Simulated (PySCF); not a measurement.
```xyz
3
charge 0 multiplicity 2, angstrom
Sb    0.0000    0.0000   -0.6556
Se    2.1215    0.0000    0.4959
Se   -2.1215    0.0000    0.4959
```

Level of theory: UB3LYP in PySCF with Sb def2-SVP with ECP28, Se def2-SVP; scalar-relativistic core potentials, no spin–orbit coupling; density-fitted integrals.

This geometry of SbSe₂ is a stationary point at this level.

What is the point group?

C2v.

Is it a minimum?

Yes: all harmonic wavenumbers are real.

List the harmonic modes with their infrared intensities.


```csv
symmetry,ω (cm⁻¹),IR (km/mol),type
a1,84,0.7,bend
b2,241,2.1,stretch
a1,254,1.1,stretch
```

What is the atomisation energy, with and without zero-point energy?

525 kJ/mol without, 521 kJ/mol with.

In C2v the vibrations span 2a1 + b2. Here b1 is antisymmetric to the molecular plane and b2 lies in it.

This need not be the most stable arrangement of these atoms. No spin–orbit coupling is included, which matters more the heavier the element.
